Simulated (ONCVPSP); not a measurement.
## C: excitation energies, all-electron against ONCV

* Element: C
* Generator: ONCVPSP 4.0.1
* Type: optimised norm-conserving Vanderbilt (ONCV)
* Functional: PBE
* Relativity: scalar-relativistic
* Frozen core: [He]
* Valence charge: 4
* Reference configuration: 2s2 2p2
* Partial waves: 2s: rc 1.10 bohr, ncon 3, nbas 6, qcut 7 1/bohr, 2 projectors, debl 3.6 Ha; 2p: rc 1.55 bohr, ncon 4, nbas 8, qcut 6.4 1/bohr, 2 projectors, debl 2.8 Ha
* Local potential: polynomial inside 0.85 bohr (lpopt 5, dvloc0 3 Ha)
* Core correction: Teter function, fcfact 4.25, rcfact 1.35

Energies are relative to the spin-unpolarised reference configuration 2s2 2p2; without spin polarisation the order of configurations can differ from experiment.

Problem. Give the all-electron excitation energy and the error of the potential for: 2s2 2p1; 2s2 2p0; 2s1 2p0; 2s0 2p4.

Solution.

```csv
valence configuration,charge,ΔE all-electron (eV),error AE − PS (meV)
2s2 2p1,+1,10.861,+17
2s2 2p0,+2,35.017,+176
2s1 2p0,+3,83.211,+435
2s0 2p4,0,16.975,+16
```

Levels in the configuration 2s2 2p0:

| level | all-electron (eV) | pseudo (eV) |
| --- | --- | --- |
| 2s | -40.379 | -40.210 |
